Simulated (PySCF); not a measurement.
Compound: C3H7NO2Si.
Z-matrix (Å and degrees, PBE0-D3(BJ)/def2-SVP geometry), rows numbered from 1:
```
C 
C   1  1.3347
O   2  1.3502  1  126.52
Si  3  1.6929  2  127.73  1    -0.21
C   4  1.9102  3  104.39  2  -179.43
N   5  1.3517  4  116.85  3     0.90
O   5  1.2180  4  118.36  3  -179.14
H   1  1.0940  2  122.67  3     0.12
H   1  1.0905  2  119.57  3   179.99
H   2  1.0954  1  121.65  3   179.92
H   4  1.4891  3  110.72  2   -60.94
H   4  1.4885  3  110.64  2    61.81
H   6  1.0121  5  120.22  4     0.33
H   6  1.0145  5  119.67  4   179.45
```

All values: PBE0/pcSseg-1 (PySCF, non-relativistic), on one gas-phase PBE0-D3(BJ)/def2-SVP geometry that isn't relaxed in the solvent. The solvent is an IEF-PCM continuum (van der Waals radii × 1.2). Only the electrostatic response of the medium enters.

```tsv
run	E − E(gas) (kJ/mol)	HOMO (eV)	HOMO–LUMO gap (eV)	dipole (D)
gas	0.00	-7.20	7.01	3.33
P	-24.85	-7.11	6.94	3.99
Q	-33.85	-7.09	6.90	4.24
```

**Question.** The runs were made in chloroform and methanol. Which run belongs to which solvent?

**Answer.** P = chloroform, Q = methanol. The dielectric constants are 4.711 (chloroform), 32.61 (methanol), and the energy falls further as ε rises. In this model the ground state sees the solvent through ε alone.

**Question.** How constant is the ratio of the lowering to (ε − 1)/(2ε + 1)?

**Answer.** 
```
   solvent  (ε − 1)/(2ε + 1)  E − E(gas) (kJ/mol)  ratio (kJ/mol)  polarisation term (kJ/mol)
chloroform             0.356               -24.85           -69.8                      -27.75
  methanol             0.477               -33.85           -70.9                      -39.29
```

The ratio changes by +1.6 % in size from chloroform to methanol. The polarisation term is half the interaction of the solute with the induced surface charges.
